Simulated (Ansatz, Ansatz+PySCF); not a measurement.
```yaml
atoms:
  - { symbol: N, position_ang: [0.0000, 0.0000, -0.1308] }
  - { symbol: H, position_ang: [0.0000, 0.0000, 0.9159] }
  - { symbol: O, position_ang: [30.0000, 0.0000, -2.1389] }
  - { symbol: O, position_ang: [30.0000, 0.0000, 2.1389] }
```

Basis set: 6-31G (spherical functions). Correlated methods keep 3 orbitals frozen. Correlation on ROHF uses semicanonical orbitals with singles. Charge 0, multiplicity 5.

Computed with Ansatz (development build ahead of 0.2.0); each method stands on the lowest determinant of its kind that the runs found.

The atomization energy at this shape (free ground-state atoms in the same class of orbitals less the molecule, no zero-point energy) of quintet HNO₂ in separate pieces:

```csv
method,atomization energy
UHF-MP2,139.4 kJ/mol
ROHF-CCSD(T),48.6 kJ/mol
ROHF-MP2,-7.2 kJ/mol
ROHF,-117.6 kJ/mol
```

(1) What does UHF give?

## Answers

(1) 53.5 kJ/mol. Caution for UHF-MP2, ROHF-CCSD(T), ROHF-MP2: large amplitudes, a single reference is doubtful. Caution for UHF-MP2, UHF: the unrestricted determinant is a mixture of spin states. Caution for ROHF-CCSD(T), ROHF-MP2: a plain start can end on a higher determinant. Caution for ROHF-CCSD(T), ROHF-MP2, ROHF: an unrestricted determinant lies well below. Caution for ROHF-CCSD(T): the program doubts this total; the program finds a lower state of this spin. Caution for ROHF-MP2: another reference gives a lower total. Caution for ROHF: the molecule lies well above its atoms at this level.

This basis has no polarisation functions and is too small for such energies, which can lie far from measured ones in either direction.
